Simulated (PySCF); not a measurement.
Here is a job for PySCF.
```python
from pyscf import gto, scf, dft, solvent

mol = gto.Mole()
mol.atom = '''
    B    -0.107186   -0.030647    0.142155
    Cl   -0.879368   -0.229887    1.691069
    Cl    1.534897    0.524936    0.060281
    N    -0.822071   -0.321154   -1.006515
    C    -0.380255   -0.227353   -2.384603
    H    -1.776261   -0.642542   -0.923536
    H    -1.008281    0.475069   -2.934965
    H    -0.436397   -1.205024   -2.865975
    H     0.648907    0.122082   -2.406035
'''
mol.basis = '6-31g'
mol.charge = 0
mol.spin = 0
mol.verbose = 4
mol.build()

mf = dft.RKS(mol)
mf.xc = 'pbe0'
mf.kernel()
```

Question: Give the Mulliken (on the basis functions themselves) charges in atom order at the level PySCF with PBE0/6-31G.

Answer: B1 0.16, Cl2 -0.06, Cl3 -0.05, N4 -0.66, C5 -0.33, H6 0.36, H7 0.19, H8 0.19, H9 0.21

Question: Estimate the number of basis functions that PBE0/6-31G returns for this input.

Answer: 61

Question: Predict the HOMO-LUMO gap from PBE0/6-31G.

Answer: 8.42 eV

Question: What is the computed HOMO energy (PBE0/6-31G)?

Answer: -7.89 eV

Question: Give the dipole moment at the level PBE0/6-31G.

Answer: 3.73 D

Question: Estimate the nuclear repulsion energy that PBE0/6-31G returns for this input.

Answer: 258.2130 Eh
